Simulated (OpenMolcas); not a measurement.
# Ni4+, Pd4+, Pt4+: d⁶ down the group

```yaml
Program: OpenMolcas
Method: MS-CASPT2, IPEA 0.25 Eh, imaginary shift 0.1 Eh
Basis: ANO-RCC-VTZP
Scalar_Hamiltonian: DKH2, point nucleus
Spin-orbit_coupling: state interaction with AMFI integrals over the reference wave functions, term energies averaged over their components
```

Active space for each ion: 6 electrons in 10 orbitals (d d); closed shells correlated by CASPT2: Ni4+ 3s 3p; Pd4+ 4s 4p; Pt4+ 5s 5p.

Computed levels in cm-1 above ⁵D₄:

```tsv
Level	Ni4+	Pd4+	Pt4+
⁵D₃	821	2010	7620
⁵D₁	1735	3790	10880
⁵D₀	1908	4130	11040
³H₆	28070	20350	22580
³H₅	28430	20600	34870
³P₁(1)	29380	25390	42270
³F₂(1)	30750	23540	26660
³G₅	34210	25660	21970
³G₄	34950	27130	34000
weight of ⁵D in the lowest level (%)	100	98	79
```

Mixed levels, with the weight of the term that names them: Pt4+ ⁵D₀ (74 %), Pt4+ ³H₅ (52 %), Pt4+ ³P₁(1) (68 %), Pt4+ ³F₂(1) (66 %), Pt4+ ³G₅ (52 %), Pt4+ ³G₄ (57 %).

Measured, with the error of the calculation in %. Measured levels: Ni4+ from Corliss and Sugar, J. Phys. Chem. Ref. Data 10, 197 (1981).

```
 Level          Ni4+
   ⁵D₃    890 (-7.7)
   ⁵D₁   1872 (-7.3)
   ⁵D₀   2058 (-7.3)
   ³H₆  27111 (+3.5)
   ³H₅  27578 (+3.1)
³P₁(1)  28698 (+2.4)
³F₂(1)  29899 (+2.9)
   ³G₅  33256 (+2.9)
   ³G₄  34062 (+2.6)
```

The fine-structure level ⁵D₀ changes by a factor of 5.79 from Ni4+ to Pt4+.

Without spin-orbit coupling ³H lies 27650, 19340, 17920 cm-1 above ⁵D in that order; the difference to the level ³H₆, of either sign, comes from spin-orbit coupling, which also lowers the zero.

CASPT2 breaks the degeneracy within a term, and the mean is taken; among the terms shown or strongly mixed into the levels shown the widest spread is 1100 cm-1 (5d⁶ ¹I, Pt4+). Active for correlation alone: 4d; no level in the range computed is led by a configuration that fills it, so any true level of that kind is missing (holds for Ni4+). Active for correlation alone: 5d; no level in the range computed is led by a configuration that fills it, so any true level of that kind is missing (holds for Pd4+). Active for correlation alone: 6d; no level in the range computed is led by a configuration that fills it, so any true level of that kind is missing (holds for Pt4+). The CASPT2 spread within a term exceeds the gap to the next term for 5d⁶ ¹I and 5d⁶ ¹G(1), so the order of their levels is uncertain (holds for Pt4+). Measured partners are found by configuration, term and J. A level has none where our copy of the source lacks it or the pairing is in doubt (some pairs that miss far off the trend of their configuration count as doubtful), and it then counts in no deviation. Only configurations of the active space appear.

A number in round brackets counts repeated terms of one configuration in the order of the reference energies.
